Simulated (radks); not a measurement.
Values are calculated unless marked as measured or tabulated.
These are the eigenvalues of the occupied orbitals of an atom or ion with whole-number occupations (eV). Code: a radial shooting solver on a logarithmic mesh with Libxc functionals. Model: Dirac Kohn-Sham, exchange-only PBE, spin-unpolarised, spherical densities, finite nucleus; Fermi nuclear charge, rms radius of each element as measured or else 0.836 A^(1/3) + 0.57 fm.

orbital  eigenvalue
1s1/2     -14985.30
2s1/2     -3574.355

Which element is it, and in what charge state? The configuration may be excited. Open shells, if any, fill j = l - 1/2 first.

Answer. Z = 34, selenium, charge +31: Se31+ in [He] 2s1. The 1s level, -550.7 hartree, gives Z - s = 33.2 by -(Z - s)^2/2, which with screening and relativity narrows Z to a few neighbours, and the depths must fix Z and the occupations together.
